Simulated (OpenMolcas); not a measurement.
Pd4+ (d6) among equal point charges was computed by CASSCF with the d shell active (OpenMolcas, ANO-RCC-VTZP on the metal). Its lowest spin-free states, and all those of the highest spin:

```tsv
2S+1	Degeneracy	E (cm-1)
5	2	0.0
5	2	11604
5	1	17501
3	1	19740
3	2	19896
3	2	21802
3	2	22629
3	2	23865
3	2	24120
3	1	26084
3	2	28569
1	1	29627
```

Question: Is the site octahedral, tetrahedral or cube-like, axial, or of lower symmetry?

Answer: The states with 2S+1 = 5 have orbital degeneracies 2, 2, 1. There are pairs but no triples, so the site is axial: not cubic, but with a proper or improper axis of order three or more. The run had Pd4+ among 2 point charges of -2.5 e arranged as a linear pair (D∞h), 2.04 Å from the ion.

Without dynamic correlation the repulsion within the d shell is too large (B by tens of per cent), so at a given field states of lower spin stand too high. Point charges give a weaker field than real ligands, and real ions of this kind are as a rule low spin; the high spin found here belongs to the model. Point charges carry no covalency, so the field is a model and not that of real ligands. No measured value stands beside these numbers.
